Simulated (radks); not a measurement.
Values are calculated unless marked as measured or tabulated.
Mean orbital radii <r> (bohr) of neutral molybdenum, [Kr] 4d5 5s1, of relativity; Dirac values are averaged over j with weights 2j + 1. Spin-unpolarised spherical Kohn-Sham, BLYP, point nucleus unless stated (finite: rms radius 4.4091 fm), a radial shooting solver on a logarithmic mesh with Libxc functionals. A level marked "c x" has the speed of light scaled by that factor and shares open shells by 2j + 1; other Dirac levels either fill j = l - 1/2 first or share by 2j + 1.

shell  non-rel.
1s      0.03630
2s       0.1587
2p       0.1360
3s       0.4410
3p       0.4359
3d       0.4146
4s        1.135
4p        1.249
4d        1.975
5s        3.727

Give the values at the level "Dirac, c x 10".

Answer. 
shell  Dirac, c x 10  change of magnitude (%)
1s           0.03629                    -0.03
2s            0.1587                    -0.03
2p            0.1360                    -0.02
3s            0.4408                    -0.03
3p            0.4358                    -0.01
3d            0.4146                    0.00
4s             1.135                    -0.02
4p             1.248                    -0.01
4d             1.976                    +0.02
5s             3.726                    -0.03
